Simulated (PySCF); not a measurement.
# Ir⁺: excitation energy

Ir⁺ [Xe] 4f14 5d7 6s1 (5F) → Ir⁺ [Xe] 4f14 5d6 6s2 (5D), as a difference of total energies. All numbers are calculated (PySCF 2.14, scalar relativity through the core potential, in aug-cc-pVTZ-PP with ECP60MDF (6s6p5d3f2g, 88 functions)). Correlated levels: valence: 5s2 5p6 frozen. The calculations carry no spin-orbit coupling.

| method | excitation energy (eV) |
| --- | --- |
| UHF | 2.384 |
| LDA | 1.958 |
| PBE | 2.251 |
| PBE0 | 2.366 |
| r2SCAN | 2.381 |
| BHandHLYP | 2.211 |
| M06-L | 2.399 |
| B2PLYP | 2.141 |
| wB97X-V | 2.180 |
| MP2 (valence) | 2.209 |
| SCS-MP2 (valence) | 2.182 |

Q: How much does correlation contribute at MP2 (valence)?

A: 2.209 − (2.384) = -0.175 eV, measured against UHF.
